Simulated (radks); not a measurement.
The numbers below are computed, except where a source is named.
Ge+, configuration [Ar] 3d10 4p(up 1, down 1) 4s(up 1, down 0) (spins set by hand, not the high-spin state).

Level of theory: non-relativistic Kohn-Sham, SCAN, spin-polarised, spherical densities, point nucleus; meta-GGA in the generalised Kohn-Sham scheme (a radial shooting solver on a logarithmic mesh with Libxc functionals).

Energy parts (Ry):
| part | energy |
|---|---|
| total | -4153.05398 |
| kinetic | 4150.43027 |
| electron-nucleus | -9914.76093 |
| Hartree | 1769.00424 |
| exchange-correlation | -157.72756 |

Orbitals (lengths in bohr, moments of r in powers of bohr; <r^-3> diverges for s and p1/2):
| orbital | occ. | eigenvalue (Ry) | <r> | <r^-3> |
|---|---|---|---|---|
| 1s up | 1 | -797.0500 | 0.04787 | - |
| 1s down | 1 | -797.0435 | 0.04787 | - |
| 2s up | 1 | -99.99388 | 0.2136 | - |
| 2s down | 1 | -99.99409 | 0.2136 | - |
| 2p up | 3 | -88.94100 | 0.1853 | 939.3 |
| 2p down | 3 | -88.93803 | 0.1853 | 939.2 |
| 3s up | 1 | -13.15628 | 0.6337 | - |
| 3s down | 1 | -13.15225 | 0.6335 | - |
| 3p up | 3 | -9.44634 | 0.6511 | 125.7 |
| 3p down | 3 | -9.44002 | 0.6503 | 125.7 |
| 3d up | 5 | -3.06169 | 0.7304 | 14.20 |
| 3d down | 5 | -3.04431 | 0.7240 | 14.32 |
| 4s up | 1 | -1.59723 | 2.044 | - |
| 4p up | 1 | -0.93379 | 2.443 | 8.018 |
| 4p down | 1 | -0.83740 | 2.582 | 6.847 |

The highest occupied level is 4p down at -11.393 eV. Spin moment in Bohr magnetons: 1.

Empty levels of this run are not shown, since the potential may be unsettled where no density lies.
